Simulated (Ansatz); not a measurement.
Nudged elastic band run: BrCl3H2Si

Input file:

```yaml
crystal:
  periodic: [false, false, false]
  atoms:
    - { symbol: Si, position_ang: [-0.840397, -0.574108, -0.171061] }
    - { symbol: Cl, position_ang: [1.058466, -1.330609, 0.214605] }
    - { symbol: Cl, position_ang: [-1.851585, -1.928001, -1.346171] }
    - { symbol: Cl, position_ang: [-1.833081, -0.326109, 1.613185] }
    - { symbol: H, position_ang: [-0.703951, 0.727406, -0.878087] }
    - { symbol: H, position_ang: [2.064377, 0.994785, 0.301032] }
    - { symbol: Br, position_ang: [2.106271, 2.436535, 0.266296] }
basis:
  gaussian: { orbitals: def2-SVP }
hamiltonian:
  xc: pbe
neb:
  order_check: false
  images: 5
  f_tol: 0.03
  max_iterations: 60
  final_atoms:
    - { symbol: Si, position_ang: [-1.01602113, 0.43838173, -0.35613938] }
    - { symbol: Cl, position_ang: [2.32341203, -1.62373514, 1.03732907] }
    - { symbol: Cl, position_ang: [-0.79180247, -1.21801957, -1.55416947] }
    - { symbol: Cl, position_ang: [-1.38334871, -0.12579921, 1.58726661] }
    - { symbol: H, position_ang: [-2.13413767, 1.28285803, -0.86051985] }
    - { symbol: H, position_ang: [2.14561608, -0.4186914, 0.57481243] }
    - { symbol: Br, position_ang: [0.85638187, 1.66490456, -0.4287804] }
  initial_path:
    images:
      - { positions_ang: [[-0.840397, -0.574108, -0.171061], [1.058466, -1.330609, 0.214605], [-1.851585, -1.928001, -1.346171], [-1.833081, -0.326109, 1.613185], [-0.703951, 0.727406, -0.878087], [2.064377, 0.994785, 0.301032], [2.106271, 2.436535, 0.266296]] }
      - { positions_ang: [[-0.78819402, -0.395673, -0.18967842], [1.16802209, -1.33754709, 0.21497242], [-1.68850823, -1.8574912, -1.28964], [-1.69113199, -0.21593903, 1.61979796], [-0.85411897, 0.80378397, -0.97418529], [2.07704859, 0.73641948, 0.36573062], [1.77698252, 2.26634586, 0.25280171]] }
      - { positions_ang: [[-0.73599103, -0.21723799, -0.20829584], [1.27757818, -1.34448519, 0.21533983], [-1.52543146, -1.7869814, -1.233109], [-1.54918297, -0.10576906, 1.62641092], [-1.00428694, 0.88016195, -1.07028358], [2.08972019, 0.47805396, 0.43042925], [1.44769404, 2.09615673, 0.23930742]] }
      - { positions_ang: [[-0.68378805, -0.03880299, -0.22691326], [1.38713427, -1.35142328, 0.21570725], [-1.36235469, -1.71647159, -1.176578], [-1.40723396, 0.0044009, 1.63302388], [-1.15445491, 0.95653992, -1.16638187], [2.10239178, 0.21968844, 0.49512787], [1.11840556, 1.92596759, 0.22581313]] }
      - { positions_ang: [[-0.79453241, 0.12025859, -0.26998864], [1.69922685, -1.4421939, 0.48958119], [-1.17217062, -1.55032092, -1.30244183], [-1.39927221, -0.03899914, 1.61777146], [-1.48101583, 1.06531262, -1.06442786], [2.11679988, 0.00689516, 0.52168939], [1.03106433, 1.83894658, 0.00761529]] }
      - { positions_ang: [[-0.90527677, 0.27932016, -0.31306401], [2.01131944, -1.53296452, 0.76345513], [-0.98198655, -1.38417024, -1.42830565], [-1.39131046, -0.08239917, 1.60251904], [-1.80757675, 1.17408533, -0.96247386], [2.13120798, -0.20589812, 0.54825091], [0.9437231, 1.75192557, -0.21058256]] }
      - { positions_ang: [[-1.01602113, 0.43838173, -0.35613938], [2.32341203, -1.62373514, 1.03732907], [-0.79180247, -1.21801957, -1.55416947], [-1.38334871, -0.12579921, 1.58726661], [-2.13413767, 1.28285803, -0.86051985], [2.14561608, -0.4186914, 0.57481243], [0.85638187, 1.66490456, -0.4287804]] }
```

Launched with:

```bash
$ ansatz run input.yaml --threads 2 --pin off --max-ram 3072MiB --backend cpu --events-out ev --progress --plain --runs-dir out
```

Output, in part (warnings, iteration lines, the closing report on the highest movable image, with atoms numbered from 0):

```
NEB end point (image 0): max|allowed force component| = 1.215e-2 eV/Å (the criterion of neb.relax_end_points is 1.000e-2)
NEB end point (image 6): max|allowed force component| = 1.464e-2 eV/Å (the criterion of neb.relax_end_points is 1.000e-2)
NEB iter   1: max|band force component| = 2.599e0 eV/Å  barrier→ = 1.9304 eV  barrier← = 1.8184 eV  Δτ_max = 0.2000 Å  (175 SCF iters)
NEB iter   2: max|band force component| = 2.560e0 eV/Å  barrier→ = 1.3831 eV  barrier← = 1.2711 eV  Δτ_max = 0.2000 Å  (154 SCF iters)
NEB iter   3: max|band force component| = 5.879e-1 eV/Å  barrier→ = 1.4183 eV  barrier← = 1.3064 eV  Δτ_max = 0.1852 Å  (153 SCF iters)
NEB iter   4: max|band force component| = 3.969e-1 eV/Å  barrier→ = 1.3613 eV  barrier← = 1.2493 eV  CI = image 3  Δτ_max = 0.0638 Å  (134 SCF iters)
NEB iter   5: max|band force component| = 1.496e-1 eV/Å  barrier→ = 1.3478 eV  barrier← = 1.2359 eV  CI = image 3  Δτ_max = 0.0237 Å  (135 SCF iters)
NEB iter   6: max|band force component| = 7.312e-2 eV/Å  barrier→ = 1.3453 eV  barrier← = 1.2333 eV  CI = image 3  Δτ_max = 0.0409 Å  (132 SCF iters)
NEB iter   7: max|band force component| = 6.886e-2 eV/Å  barrier→ = 1.3438 eV  barrier← = 1.2318 eV  CI = image 3  Δτ_max = 0.0173 Å  (136 SCF iters)
NEB iter   8: max|band force component| = 5.169e-2 eV/Å  barrier→ = 1.3436 eV  barrier← = 1.2316 eV  CI = image 3  Δτ_max = 0.0255 Å  (137 SCF iters)
NEB iter   9: max|band force component| = 2.337e-2 eV/Å  barrier→ = 1.3435 eV  barrier← = 1.2316 eV  CI = image 3  Δτ_max = 0.0054 Å  (227 SCF iters)
NEB iter  10: max|band force component| = 2.337e-2 eV/Å  barrier→ = 1.3435 eV  barrier← = 1.2315 eV  CI = image 3  Δτ_max = 0.0000 Å  (56 SCF iters)
Total energy: -115474.36715255 eV, -4243.6047215191 hartree
Atom 0 at    -0.608555    -0.024373    -0.199228 Å, force    -0.004974     0.002162    -0.002919 eV/Å
Atom 1 at     1.405560    -1.267973     0.382378 Å, force    -0.000562    -0.010250     0.003993 eV/Å
Atom 2 at    -1.213301    -1.691568    -1.304762 Å, force     0.000735     0.000271    -0.001489 eV/Å
Atom 3 at    -1.442378    -0.026301     1.684764 Å, force     0.002112    -0.000867    -0.000564 eV/Å
Atom 4 at    -1.255807     1.031590    -1.029236 Å, force    -0.001994     0.001672     0.001730 eV/Å
Atom 5 at     1.842978     0.191365     0.418325 Å, force     0.004779     0.010859     0.000946 eV/Å
Atom 6 at     1.271602     1.787158     0.047559 Å, force    -0.000096    -0.003847    -0.001697 eV/Å
Dipole moment:     0.116403     0.067263    -0.009977 e Å
```

The forces met the threshold. The band force fell under the threshold earlier too, but the program's further tests of the path sent the band on. A vibrational analysis at the climbing image gives one clearly imaginary mode, 326i cm⁻¹: a first-order saddle point. The orbitals stay closed-shell, which can raise the energy where a bond breaks towards radicals; this wasn't checked here.

Final band (atoms are numbered from 1 in the order of the input):

```csv
image,path coordinate (Å),energy (eV),Si1–Cl2 (Å),H6–Br7 (Å),Si1–Br7 (Å)
0,0.00,0.00,2.08,1.44,4.24
1,0.67,0.10,2.10,1.45,3.64
2,1.33,0.70,2.18,1.49,3.11
3,2.00,1.34,2.44,1.74,2.62
4,2.69,0.80,2.99,2.08,2.35
5,3.39,0.24,3.60,2.33,2.26
6,4.09,0.11,4.16,2.65,2.24
```

Run time: 110 s on 2 threads of Arm Neoverse V1, with other jobs on the host, peak memory 0.17 GiB.
